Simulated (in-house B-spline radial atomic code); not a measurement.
# RPA and G0W0 on B3LYP (VWN-RPA): the germanium ion Ge²²⁺

Configuration [He] 2s2 2p6, mean-field start B3LYP (VWN-RPA). Computed with a B-spline radial code for spherical atoms: all electrons, non-relativistic, point nucleus, each spin shell either full or empty, empty states to l = 9 with an (l + 1/2)⁻⁴ tail; G0W0 by contour deformation at full frequency.

Command:
```bash
python run_gw.py task.json out
```
Settings (radii: box in bohr, nucleus in fm):
```
Z                        32
electrons                10
configuration            [He] 2s2 2p6
hamiltonian              nr
method                   b3lyp
lmax                     9
spin_polarised           False
box_radius               3.81
intervals                46
```

Time taken, with all properties: 1 s on 1 thread of Intel(R) Xeon(R) Platinum 8259CL CPU @ 2.50GHz (shared host).

Energies (hartree):

```csv
term,value
mean-field total,-1783.19220
Hartree-Fock functional on these orbitals,-1782.99887
direct second order,-0.65263
second-order exchange,0.2287
SOSEX correction,0.22331
```

**Question.** What is the RPA correlation energy, and what remains with SOSEX?

**Answer.** RPA gives -0.6305 hartree (-1.72 eV per electron); RPA + SOSEX gives -0.40719, and the second-order doubles -0.42393 hartree (no singles). RPA lacks exchange-type terms and so overcorrelates at short range.

Quasi-particle levels (eV):

```tsv
level	occupied	mean field	Σx - vxc	Σc	QP weight	G0W0
2p	yes	-2131.16	-49.55	?	?	?
2s	yes	-2269.78	-61.81	3.78	0.996	-2327.81
1s	yes	-11819.91	-176.67	23.38	0.986	-11973.20
3s	no	-894.39	25.04	-0.86	0.999	-870.21
```

G0W0 = mean field + (Σx - vxc) + Σc, with Σc (partial-wave tail included) taken at the quasi-particle energy.

**Question.** Where does G0W0 put 2p?

**Answer.** At -2178.84 eV, with Σc = 1.87 eV and a quasi-particle weight of 0.996. The tabulated removal energy is 2178.2 ± 0.4 eV (NIST, measured); the calculation leaves out relativity, Breit and QED terms, and what these don't explain is the method's own error.
